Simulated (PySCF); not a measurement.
Precursor series Zr Cl-OH. Isolated molecules, 0 K electronic values unless said otherwise. One relaxed conformer stands for each flexible species; it need not be the lowest.

The HOMO–LUMO gap from two functionals at the same geometries (PBE-D3(BJ)/def2-SVP), both in PySCF: PBE-D3(BJ)/def2-TZVP and B3LYP-D3(BJ)/def2-TZVP. B3LYP has the VWN-RPA correlation part, as in Gaussian. 

| species | PBE-D3(BJ)/def2-TZVP (eV) | B3LYP-D3(BJ)/def2-TZVP (eV) |
|---|---|---|
| 0 of 4 Cl replaced by OH | 4.79 | 6.46 |
| 1 of 4 Cl replaced by OH ([Zr(Cl)3(OH)]) | 5.06 | 6.74 |
| 2 of 4 Cl replaced by OH | 5.35 | 7.06 |
| 3 of 4 Cl replaced by OH ([Zr(Cl)(OH)3]) | 5.99 | 7.73 |

Over these rows, drawn at random from the members with no instability flagged (it was tested for open shells, ions and some series alone), PBE minus B3LYP-D3(BJ): mean -1.70 eV, from -1.74 eV to -1.66 eV.
